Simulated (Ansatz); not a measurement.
Geometry optimisation, UHF/def2-SVP (Ansatz 0.2.0).

input.yaml

```yaml
crystal:
  periodic: [false, false, false]
  atoms:
    - { symbol: B, position_ang: [0.087809, -0.193124, -0.015495] }
    - { symbol: F, position_ang: [-0.092609, 0.228573, 1.225402] }
    - { symbol: O, position_ang: [1.338838, -0.262962, -0.486662] }
    - { symbol: H, position_ang: [1.395308, -0.573043, -1.376786] }
    - { symbol: O, position_ang: [-0.975614, -0.539821, -0.766431] }
    - { symbol: H, position_ang: [-1.81033, -0.45113, -0.33325] }
    - { symbol: H, position_ang: [-0.153302, -0.007093, 3.346822] }
magnetization:
  spin_polarized: true
  initial_magnetization: 1
basis:
  gaussian: { orbitals: def2-SVP }
hamiltonian:
  xc: hf
relax:
  f_tol: 0.03
  max_steps: 50
output:
  orbitals: {}
```

Run as:

```bash
$ ansatz run input.yaml --threads 1 --pin off --max-ram 2048MiB --backend cpu --events-out ev --progress --plain --runs-dir out
```

Problem. Where does it end, and by what steps?

Solution. The run converged. The force dipped under the threshold on the way, but the program's further checks kept it going. After 12 steps the energy has fallen by 0.135 eV; H7 moved furthest, 1.17 Å.

```tsv
step	energy less start (eV)	largest force component (eV/Å)	accepted
0	0.0000	0.459	yes
1	-0.0630	0.258	yes
2	-0.1044	0.138	yes
3	-0.1206	0.063	yes
4	-0.1271	0.037	yes
5	-0.1319	0.110	yes
6	-0.1333	0.179	yes
7	-0.1346	0.066	yes
8	-0.1351	0.040	yes
9	-0.1349	0.091	no
10	-0.1352	0.022	yes
11	-0.1353	0.014	yes
12	-0.1353	0.008	yes
```

```xyz
7
Properties=species:S:1:pos:R:3
B 0.086 -0.132 -0.230
F -0.118 0.494 0.917
O 1.343 -0.252 -0.675
H 1.414 -0.708 -1.499
O -0.961 -0.629 -0.918
H -1.802 -0.487 -0.511
H -0.171 -0.085 4.511
```

Whether the end is a true minimum wasn't checked by a vibrational analysis.

The run took 13 s on 1 thread of Arm Neoverse V2, on a shared host, peak memory 0.13 GiB.
